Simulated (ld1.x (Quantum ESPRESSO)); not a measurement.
phosphorus (P) ultrasoft: all-electron and pseudo phase curves

```
Element                 : P (Z = 15)
Generator               : ld1.x (Quantum ESPRESSO) 7.5
Type                    : ultrasoft
Functional              : PBEsol
Relativity              : scalar-relativistic
Frozen core             : [Ne]
Valence charge          : 5
Reference configuration : 3s2 3p2 (charge +1)
Partial waves           : 3s (bound): rcut 1.15, rcutus 1.30 bohr; 3s channel at 0.65 Ry: rcut 1.15, rcutus 1.30 bohr; 3p (bound): rcut 1.60, rcutus 2.05 bohr; 3p channel at -0.5 Ry: rcut 1.60, rcutus 2.05 bohr; 3d channel at -0.05 Ry: rcut 1.65, rcutus 1.85 bohr; 3d channel at 2.05 Ry: rcut 1.65, rcutus 1.85 bohr
Local potential         : all-electron potential smoothed inside 1.25 bohr (lloc = -1)
Core correction         : a·sin(br)/r model core inside 1.20 bohr
Augmentation charge     : PSQ, inside the norm-conserving radii
```

The phase is arctan(r·u′/u) with u = r·R(r), unwrapped; energies in Ry, scanned from -4 to 5 Ry. A pole is an energy at which the radial function vanishes at the test radius. The pseudo phase is shifted by a multiple of π to meet the all-electron one at the reference energy, and phase errors are pseudo minus all-electron; the curves can meet again beyond the range given. Levels narrower than the energy grid can be missing from the lists of poles.

Task: For each channel, where are the poles, and over which energies does the pseudopotential scatter like the atom?

Result:

| channel | radius (bohr) | reference energy (Ry) | poles, all-electron | poles, pseudo | unbroken range about the reference energy with phases within 0.05 rad | phase error 1 Ry above the reference energy (rad) |
| --- | --- | --- | --- | --- | --- | --- |
| s | 2.25 | -1.71 | -0.43 | -0.43 | the whole range | +0.000 |
| p | 2.25 | -1.04 | 0.58 | 0.58 | below 3.6 | -0.000 |
| d | 2.25 | -0.05 | 1.74 | 1.74 | below 4.4 | +0.000 |

Note: ghost state, extra bound levels that the all-electron valence spectrum of the same l lacks: s at -19.3 eV. A true bound ghost makes a file unfit for plane-wave use.

Phases in the s channel:

```tsv
E (Ry)	all-electron	pseudo
-4.00	1.232	1.232
-3.52	1.166	1.166
-3.04	1.047	1.047
-2.56	0.762	0.761
-2.08	-0.139	-0.140
-1.60	-1.092	-1.093
-1.12	-1.401	-1.401
-0.64	-1.533	-1.533
-0.16	-1.611	-1.611
0.32	-1.669	-1.669
0.80	-1.722	-1.722
1.28	-1.776	-1.776
1.76	-1.842	-1.842
2.24	-1.934	-1.932
2.72	-2.083	-2.079
3.20	-2.375	-2.364
3.68	-3.008	-2.975
4.16	-3.780	-3.746
4.64	-4.182	-4.162
```
